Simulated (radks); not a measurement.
The numbers below are computed, except where a source is named.
Task: Isoelectronic series with 10 electrons, each ion in its NIST ground configuration. Level of theory: Dirac Kohn-Sham, PBE, spin-unpolarised, spherical densities, point nucleus (a radial shooting solver on a logarithmic mesh with Libxc functionals). Total energies (hartree) and mean radii <r> (bohr):

ion    configuration  E (hartree)    2p3/2    2p1/2   2s1/2    1s1/2
Ne              [Ne]   -129.01350   0.9826   0.9795  0.8969   0.1579
Mg2+            [Ne]   -199.43527   0.6845   0.6823  0.6949   0.1306
Si4+            [Ne]   -286.05729   0.5319   0.5297  0.5641   0.1113
S6+             [Ne]   -388.89484   0.4363   0.4341  0.4742  0.09684
Ar8+            [Ne]   -507.99598   0.3703   0.3681  0.4087  0.08568
Ca10+           [Ne]   -643.42589   0.3219   0.3195  0.3589  0.07679
Ti12+           [Ne]   -795.26284   0.2847   0.2822  0.3198  0.06954
Cr14+           [Ne]   -963.59691   0.2553   0.2526  0.2883  0.06351
Fe16+           [Ne]  -1148.52966   0.2314   0.2285  0.2622  0.05841
Ni18+           [Ne]  -1350.17409   0.2116   0.2085  0.2404  0.05405
Zn20+           [Ne]  -1568.65484   0.1949   0.1917  0.2218  0.05027
Ge22+           [Ne]  -1804.10858   0.1806   0.1772  0.2058  0.04696
Se24+           [Ne]  -2056.68442   0.1683   0.1647  0.1919  0.04405
Sr28+           [Ne]  -2613.86408   0.1480   0.1441  0.1687  0.03913
Zr30+           [Ne]  -2918.83328   0.1396   0.1355  0.1590  0.03703
Mo32+           [Ne]  -3241.65672   0.1321   0.1278  0.1503  0.03513
Ru34+           [Ne]  -3582.55491   0.1253   0.1208  0.1424  0.03341
Pd36+           [Ne]  -3941.76504   0.1192   0.1145  0.1352  0.03182
Cd38+           [Ne]  -4319.54206   0.1136   0.1087  0.1286  0.03037
Sn40+           [Ne]  -4716.15976   0.1085   0.1035  0.1226  0.02903
Te42+           [Ne]  -5131.91204   0.1039  0.09860  0.1171  0.02778
Xe44+           [Ne]  -5567.11437  0.09958  0.09411  0.1119  0.02663
Ba46+           [Ne]   -6022.1053  0.09562  0.08995  0.1072  0.02555

Estimate the row of Kr26+ ([Ne]).

Result: E (hartree) -2326.54439; 2p3/2 0.1575; 2p1/2 0.1538; 2s1/2 0.1796; 1s1/2 0.04145.
